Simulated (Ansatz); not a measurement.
## Relaxing a trial structure of GeH2InSi+

The starting geometry of this gas-phase singlet was optimised with GFN2-xTB.

```xyz
5

Ge   -0.2200    0.4732   -1.1906
In   -0.6863    2.0588    1.2969
Si    0.5769   -1.2934   -0.0125
H     1.1899    1.1607   -0.6829
H     1.2635   -2.5095    0.4942
```

Predict what it relaxes into with PBE0-D3(BJ)/def2-SVP.

It falls apart into GeH2Si + In (formulas without charges). Distances that change by over a tenth: Ge1–H4 (1.65 → 1.87 Å). Contacts that open: Ge1–In2 (2.99 → 3.42 Å). Contacts that close: Si3–H4 (2.62 → 1.63 Å).

The energy falls by 0.80 eV over 14 steps:

| step | E − E(last) (eV) |
| --- | --- |
| 1 | 0.802 |
| 2 | 0.629 |
| 4 | 0.250 |
| 5 | 0.065 |
| 7 | 0.011 |
| 8 | 0.005 |
| 10 | 0.001 |
| 11 | 0.001 |
| 13 | 0.000 |
| 14 | 0.000 |

Final geometry (Å):

```tsv
atom	x (Å)	y (Å)	z (Å)
Ge	-0.2825	0.5830	-1.5245
In	-0.7078	1.8619	1.6138
Si	0.4327	-0.9311	-0.1092
H	1.3736	0.2578	-0.7181
H	1.3081	-1.8818	0.6431
```

No frequencies were run, so the end isn't proven a minimum. Atoms past krypton carry core potentials, without spin–orbit terms. Run with Ansatz 0.2.0, 88 s on 1 thread of Arm Neoverse N1 (shared host).
